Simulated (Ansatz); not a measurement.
# Worked example: vertical ionisation energy of C2H3BrO (acetyl bromide)

C2H3BrO has 7 atoms, charge 0, and is taken as a singlet. As SMILES, `CC(=O)Br`. The coordinates come from a PBE0-D4/def2-TZVP relaxation.

Both states at this one shape; open shells run unrestricted unless said. 1 Eh = 27.2114 eV.

| level | program | singlet C2H3BrO (Eh) | doublet C2H3BrO+ (Eh) |
| --- | --- | --- | --- |
| SVWN5/6-31G* (spherical functions) | Ansatz | -2722.283577 | -2721.900448 |
| wB97M-V/6-31G* (spherical functions) | Ansatz | -2726.889399 | -2726.500391 |
| PBE-QIDH/6-31G* (spherical functions), 12 core orbitals frozen | Ansatz | -2726.227802 | -2725.831656 |
| RPA@PBE/def2-SV(P), 12 core orbitals frozen | Ansatz | -2725.278314 | -2724.905622 |

Task: Work out the vertical ionisation energy at each level.

Result: 
1. SVWN5/6-31G* (spherical functions): -2721.900448 − (-2722.283577) = 0.383129 Eh = 10.43 eV.
2. wB97M-V/6-31G* (spherical functions): -2726.500391 − (-2726.889399) = 0.389008 Eh = 10.59 eV.
3. PBE-QIDH/6-31G* (spherical functions): -2725.831656 − (-2726.227802) = 0.396146 Eh = 10.78 eV.
4. RPA@PBE/def2-SV(P): -2724.905622 − (-2725.278314) = 0.372692 Eh = 10.14 eV.

No measured value is set beside it here; the levels span 10.14 to 10.78 eV. Spin-orbit coupling, which splits open shells on such heavy atoms by tenths of an eV, is left out. All-electron rows are non-relativistic unless named.
